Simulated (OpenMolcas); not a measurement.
Pt3+: moving or changing the point charges

Pt3+ among 6 point charges of -1.7 e arranged as a trigonal prism (D3h), 2.06 Å from the ion, with a polar angle of 52.0° against the regular 49.1°.

```json
{
 "Program": "OpenMolcas",
 "Method": "CASSCF",
 "Basis": "ANO-RCC-VTZP [8s7p5d3f1g]",
 "Scalar Hamiltonian": "DKH2, point nucleus",
 "Active space": "7 electrons in 5 orbitals (5d)",
 "State averaging": "2S+1 = 4 even, 10 roots; 2S+1 = 2 even, 40 roots",
 "Spin-orbit coupling": "state interaction with AMFI integrals over the reference wave functions"
}
```

Runs around this geometry, states (labels of D3, the rotations of D3h). Energies in cm-1 above the lowest state or level, χT in cm3 K/mol.

| R (Å) | q (e) | Polar angle / regular | Ground state | First state of that spin | First gap with spin-orbit (degeneracies) | χT at 300 K | First state of another spin |
| --- | --- | --- | --- | --- | --- | --- | --- |
| 2.06 | -0.85 | 1.06 | 4E | 4A1 2457 | 284.6 (2, 2) | 4.372 | 2A1 15650 |
| 1.88 | -1.7 | 1.06 | 4E | 4E 8117 | 714.2 (2, 2) | 3.670 | 2E 16301 |
| 2.06 | -1.7 | 1.06 | 4E | 4A1 5006 | 532.7 (2, 2) | 3.962 | 2E 14943 |
| 2.23 | -1.7 | 1.06 | 4E | 4A1 3327 | 403.9 (2, 2) | 4.164 | 2E 15478 |
| 2.06 | -1.7 | 1.14 | 4E | 4E 3833 | 242.0 (2, 2) | 4.185 | 2E 16125 |

Scaling the charges by -0.85 / -1.7 = 0.50 scales the first state of the same spin by 2457 / 5006 = 0.49; with fixed orbitals a first-order splitting would follow the charge.

An orbital doublet at a regular site is open to a Jahn-Teller distortion, which this geometry leaves out. Without dynamic correlation the repulsion within the d shell is too large (B by tens of per cent), so at a given field states of lower spin stand too high. Point charges give a weaker field than real ligands, and real ions of this kind are as a rule low spin; the high spin found here belongs to the model. Spin-orbit coupling mixes the spin-free states strongly: the lowest level takes only 68 % from its leading state, 4E (holds for R = 2.06, q = -0.85, ratio = 1.06). The ground term spreads over less than 5000 cm-1, several times less than with real ligands, so orbital moments are less quenched and χT lies further from the spin-only value than at real sites (holds for R = 2.06, q = -0.85, ratio = 1.06; R = 2.23, q = -1.7, ratio = 1.06). This shell can be high or low spin here, a state of another spin lies low, and with metal d orbitals alone active their balance is uncertain, so the ground spin may be wrong (holds for R = 2.06, q = -1.7, ratio = 1.06). Point charges carry no covalency, so the field is a model and not that of real ligands. No measured value stands beside these numbers.
